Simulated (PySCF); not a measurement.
# A thermochemical cycle for KB

PBE0 in PySCF with x2c-SVPall on every atom, spin-free X2C, for the lowest determinant that a PBE0 search found; no spin–orbit coupling. KB, a triplet (σ ↑, π ↑), has De = 0.94 eV to neutral atoms, and KB⁺, a doublet (σ ↑), has De = 0.34 eV to K⁺ + B.

At the same level the K atom ionises at 4.38 eV.

What is the adiabatic ionisation energy of the molecule, and does ionisation strengthen or weaken the bond?

IE = IE(K) + De(neutral) − De(ion) = 4.38 + 0.94 − 0.34 = 4.98 eV. De changes by -0.60 eV, so ionisation weakens the bond.

Weak bonds: KB⁺. Basis-set superposition, not corrected here, can be much of De in a small basis, most of all at correlated wavefunction levels. For an ion De counts to the pair picked by the measured ionisation energies or electron affinities, which need not be the lowest pair at this level. States were picked by a PBE0 search and need not be the measured ground states.
